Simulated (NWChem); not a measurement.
System: BCl

```xyz
2

B      0.0000     0.0000    -1.2902
Cl     0.0000     0.0000     0.4290
```
Atoms are numbered in this order, from 1.

Level: PBE0/def2-SVP (NWChem), optimised geometry, unscaled harmonic frequencies. 

**Question.** List the harmonic frequencies with IR intensities, and the thermochemistry.

**Answer.** 
| frequency (cm⁻¹) | IR intensity (km/mol) |
|---|---|
| 860 | 225.1 |

zero-point energy: 1.2 kcal/mol
thermal correction to the enthalpy at 298.15 K (with zero-point energy): 3.3 kcal/mol
heat capacity Cv: 5.5 cal/(mol K)
entropy at 298.15 K and 1 atm (symmetry number 1): 50.9 cal/(mol K)
dipole moment: 1.77 D

Rigid rotor and harmonic oscillator.
